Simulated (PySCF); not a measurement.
Geometry:
```
atom   x (Å)   y (Å)   z (Å)
  P1   1.004   1.023  -0.256
  O2   0.055   0.436  -1.489
  P3  -1.065  -0.766  -1.096
  P4  -1.338   0.000   1.031
  O5  -0.241   1.267   0.817
  P6   0.224  -1.598   0.587
  O7   1.451  -0.465   0.337
```

Geometry: PBE0-D3(BJ)/def2-SVP; GIAO shifts from PySCF 2.14, gas phase, non-relativistic, averaged over equivalent atoms.

At PBE0/pcSseg-1 (147 basis functions, 17 s wall time on 1 thread of an Arm Neoverse V1, shared host):
| atoms | δ (ppm) |
| --- | --- |
| P1 | 93.0 |
| P3/P4/P6 | -117.4 |
| O2/O5/O7 | 107.4 |

References, each an isolated molecule treated in the same way: H3PO4 for ³¹P (σ = 310.13 ppm); H2O for ¹⁷O (σ = 334.56 ppm).

**Question.** Estimate the result of repeating the calculation with wB97X-D/pcSseg-1.

**Answer.** 
```csv
atoms,δ at wB97X-D/pcSseg-1,change
P1,94.2,+1.2
P3/P4/P6,-118.4,-1.0
O2/O5/O7,96.8,-10.6
```

Shifts are taken against calculated references (same method and geometry level): H3PO4 for ³¹P (307.18 ppm); H2O for ¹⁷O (333.19 ppm).

The largest change is at O2/O5/O7 (oxygen bonded to 2 P). Cost: 147 basis functions, 17 s wall time on 1 thread of an Arm Neoverse V1, shared host.

Experimental scales use liquid or dissolved standards, which lie at an offset from isolated H2O (liquid H2O: subtract about 36 ppm) and H3PO4.
